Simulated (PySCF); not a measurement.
Si(Cl)(F)(SiH3)2, H6ClFSi3, SMILES F[Si]([SiH3])([SiH3])Cl at its B3LYP/def2-SVP optimised geometry (Å):

```
11

F     -0.4320    -2.1562    -1.4073
Si     0.0526    -1.4758     0.0000
Si    -0.6521    -2.8720     1.7647
Si    -0.6531     0.7740     0.0000
Cl     2.1433    -1.4758     0.0000
H     -0.0772    -4.2352     1.5816
H     -0.1717    -2.2924     3.0529
H     -2.1422    -2.9535     1.7908
H     -0.0801     1.4758    -1.1838
H     -0.1717     1.4257     1.2529
H     -2.1433     0.8439    -0.0461
```

Computed with B3LYP/def2-TZVP (PySCF).

Map of the electrostatic potential (hartree/e), clipped to [-0.08, 0.12] on the plane z = 0.6 Å:

```
|1111111111111111111100000000000|
|1111111111111111111100000000000|
|1111111111111111111110000000000|
|1111111111111111111110000000000|
|1111111111111111111111000000000|
|1111111111222211111111000000000|
|1111111112223222111111100000000|
|1111111122344443211111100000000|
|1111111123578986422111100000000|
|1111111235999999742211100000000|
|1111112358999999963211100000000|
|1111124689999999995321100000000|
|1111125999999999996321100000000|
|1111124899999999996321000000000|
|1111123579999999996421000000000|
|1111122358999999996432100000000|
|1111112346999999999644432100000|
|1111112345799999999999998310000|
|1111122345799999999999999931000|
|1111122345899999999999999952100|
|1111122345899999999999999962100|
|1111112245899999999999999952000|
|1111112235899999999999999731000|
|1111112236999999999889996310000|
|1111112236999999998543321000000|
|1111112236999999985321000000000|
|1111111235999999854211000000000|
|1111111234799997542210000000000|
|1111111123567765322110000000000|
|1111111122344443321110000000000|
|0111111112222233211100000000000|
```
Scale: ten equal steps from -0.011 (start of '0') to 0.120 (end of '9'), in the order '0123456789'; x runs from -4.50 to 4.50, y from -4.50 (bottom) to 4.50 (top).
